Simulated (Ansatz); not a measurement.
Born–Oppenheimer molecular dynamics of C$_{3}$H$_{9}$FSSi (15 atoms, charge 0, multiplicity 1). It starts from a relaxed structure.

These are results of Ansatz 0.2.0, RKS B3LYP-D4/STO-3G, not measurements.

| Item | Value |
| --- | --- |
| ensemble | NVE (velocity Verlet) |
| time step | 0.25 fs |
| steps asked | 394 |
| starting velocities drawn for | 500 K |
| seed | 267007 |

First frame:

```xyz
15
Properties=species:S:1:pos:R:3
C -1.177 -1.898 -1.169
Si 0.241 -1.702 0.041
C 0.718 0.115 0.198
S -0.702 1.142 0.738
C 0.190 2.753 0.807
F 1.137 2.825 1.849
H -2.050 -1.315 -0.851
H -0.896 -1.554 -2.172
H -1.488 -2.947 -1.252
H 1.392 -2.446 -0.419
H -0.147 -2.209 1.338
H 1.098 0.482 -0.771
H 1.546 0.216 0.919
H -0.589 3.544 0.941
H 0.704 2.944 -0.169
```

Task: How far do the bonds stretch over the last three quarters of this one trajectory? (Pairs bonded in most of those frames.)

Result: 
| bond | mean (Å) | spread (Å) | shortest | longest |
| --- | --- | --- | --- | --- |
| C1–Si2 | 1.877 | 0.045 | 1.81 | 1.94 |
| C1–H7 | 1.099 | 0.011 | 1.08 | 1.13 |
| C1–H8 | 1.100 | 0.012 | 1.08 | 1.12 |
| C1–H9 | 1.098 | 0.003 | 1.09 | 1.10 |
| Si2–C3 | 1.892 | 0.023 | 1.86 | 1.94 |
| Si2–H10 | 1.450 | 0.021 | 1.42 | 1.49 |
| Si2–H11 | 1.448 | 0.012 | 1.43 | 1.47 |
| C3–S4 | 1.845 | 0.031 | 1.78 | 1.88 |
| C3–H12 | 1.104 | 0.010 | 1.09 | 1.12 |
| C3–H13 | 1.105 | 0.011 | 1.08 | 1.13 |
| S4–C5 | 1.854 | 0.021 | 1.81 | 1.88 |
| C5–F6 | 1.416 | 0.031 | 1.36 | 1.46 |
| C5–H14 | 1.119 | 0.009 | 1.10 | 1.14 |
| C5–H15 | 1.122 | 0.010 | 1.10 | 1.14 |

Mean temperature of the second half: 224 K. The conserved energy stayed within 0.04 meV per atom of its start (net change 0.023 meV per atom), so the integration is sound. The temperature averaged 0.45 of the 500 K drawn at the start: a run that starts near a minimum puts about half its kinetic energy into the potential. A run of 0.099 ps of so small a system gives no equilibrium averages. Limits of this set-up: minimal basis.

Time of the run: 14 min on 1 thread of Intel(R) Xeon(R) 6975P-C (Granite Rapids), with other jobs on the host, peak memory 0.14 GiB.
